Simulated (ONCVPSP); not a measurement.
**What the settings do to the ONCV potential of tin**

Base potential:

- Element: tin
- Generator: ONCVPSP 4.0.1
- Type: optimised norm-conserving Vanderbilt (ONCV)
- Functional: PBE
- Relativity: scalar-relativistic
- Frozen core: [Kr] 4d10
- Valence charge: 4
- Reference configuration: 5s2 5p2
- Partial waves: 5s: rc 1.65 bohr, ncon 4, nbas 8, qcut 3.2 1/bohr, 2 projectors, debl 1.5 Ha; 5p: rc 1.65 bohr, ncon 4, nbas 7, qcut 4.7 1/bohr, local; d scattering state at 0.39 Ha: rc 2.55 bohr, ncon 3, nbas 7, qcut 3.7 1/bohr, 2 projectors, debl 0.6 Ha
- Local potential: the p channel
- Core correction: none

Cutoffs, loose and tight: the cutoffs (Ha) at which the residual kinetic energy of the hardest occupied pseudo-wave falls to 1 and 0.1 mHa per electron. They do not see the model core or the augmentation charge, which bear on the density cutoff. Test errors are all-electron minus pseudo excitation energies from the reference, over the configurations 5s2 5p1; 5s2 5p0; 5s1 5p0; 5s1 5p2. A dash means not determined; rows that change the core or the reference have their own tests.

A true bound ghost makes a file unfit for plane-wave use even where its test errors are small: the radial tests pick states by their node count and pass the ghost by.

| change | outcome | cutoff, loose | cutoff, tight | bound ghosts | GHOST(+) flags above zero | largest test error (meV) |
| --- | --- | --- | --- | --- | --- | --- |
| base | generated | 48 Ha | 63 Ha | s, d | s, d | +125 |
| d: debl 0.15 | generated | 48 Ha | 63 Ha | s, d | s | +125 |
| d: debl 0.35 | generated | 48 Ha | 63 Ha | s, d | s, d | +125 |
| d: debl 0.45 | generated | 48 Ha | 63 Ha | s, d | s, d | +125 |
| d: debl 0.7 | generated | 48 Ha | 63 Ha | s, d | s, d | +125 |
| d: debl 1.05 | generated | 48 Ha | 63 Ha | s, d | s, d | +125 |
| d: debl 1.85 | generated | 48 Ha | 63 Ha | s, d | s | +125 |
| d: debl 2.8 | generated | 48 Ha | 63 Ha | s, d | s | +125 |

What comes out with this change to the base: d: debl 4.6?

outcome: generated; cutoff, loose: 48 Ha; cutoff, tight: 63 Ha; bound ghosts: s; GHOST(+) flags above zero: s, d; largest test error (meV): +125.

Reading the sweep of the debl of the d channel (base included, trends over the rows without a ghost): Bound ghosts are found at 0.15, 0.35, 0.45, 0.6, 0.7, 1.05, 1.85, 2.8, 4.6 Ha. Every judged row has one, so this setting neither creates nor removes them.
